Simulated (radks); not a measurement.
Charge is removed step by step from the 3p level of the argon ion Ar3+, starting from [Ne] 3s2 3p3. All-electron calculation, non-relativistic Kohn-Sham, TPSS, spin-unpolarised, spherical densities, point nucleus; meta-GGA in the generalised Kohn-Sham scheme. Program: a radial shooting solver on a logarithmic mesh with Libxc functionals.

| removed (e) | E - E(0) (eV) | eigenvalue (eV) | E minus straight line (eV) |
|---|---|---|---|
| 0 | 0.000 | -50.033 | 0.000 |
| 0.25 | 12.980 | -53.818 | -1.446 |
| 0.5 | 26.914 | -57.664 | -1.938 |
| 0.75 | 41.817 | -61.569 | -1.461 |
| 1 | 57.703 | -65.531 | 0.000 |

Removing the whole electron costs 57.703 eV by Delta-SCF, against 50.033 eV from minus the eigenvalue at the starting occupation. Slater's transition state (half an electron removed) gives 57.664 eV. Integrating minus the eigenvalue over the occupation (Janak's theorem) gives 57.703 eV. The mean slope of the eigenvalue, de/dn, is 15.5 eV per electron. Ionisation energy of Ar3+ in the NIST Atomic Spectra Database: 59.6 eV (semi-empirical).

Beside tabulated values, note that spin-unpolarised runs miss the spin-polarisation part of the exchange energy of open shells.
